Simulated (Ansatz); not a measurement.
Stepwise reaction of `O[SiH2]S[SiH](Cl)Cl` with hydrogen, as a gas-phase model of exchange steps in deposition or etching. ΔE in kJ/mol.

Calculated with Ansatz (gas phase, PBE0-D4/def2-TZVP geometries, no zero-point term in ΔE). CCSD(T)/CBS adds triple-zeta CCSD(T) − MP2 to the extrapolated MP2 energy (def2 sets, frozen cores). This one scheme is used for every species. Functionals use def2-TZVPP. B3LYP here is the variant with VWN-RPA as its local correlation; programs differ in this. Each species was taken in one conformer, which may not be the lowest.

```csv
step,reaction,PBE-D4,B3LYP-D4,ωB97M-V,CCSD(T)/CBS
1,`O[SiH2]S[SiH](Cl)Cl` + H₂ → `O[SiH2]S[SiH2]Cl` + HCl,82.9,79.6,81.6,80.7
2,`O[SiH2]S[SiH2]Cl` + H₂ → `O[SiH2]S[SiH3]` + HCl,82.4,81.6,82.6,81.5
```

**Question.** By hand: ΔE of the 2 steps together at CCSD(T)/CBS.

**Answer.** (80.7) + (81.5) = 162.2 kJ/mol, or 81.1 kJ/mol a step.

In ΔE the steps differ by no more than 0.8 kJ/mol. All are uphill at CCSD(T)/CBS. PBE-D4 differs from CCSD(T)/CBS by 0.9 to 2.2 kJ/mol a step. Isolated molecules leave out the surface, adducts and barriers. Largest T1 diagnostic: 0.012.
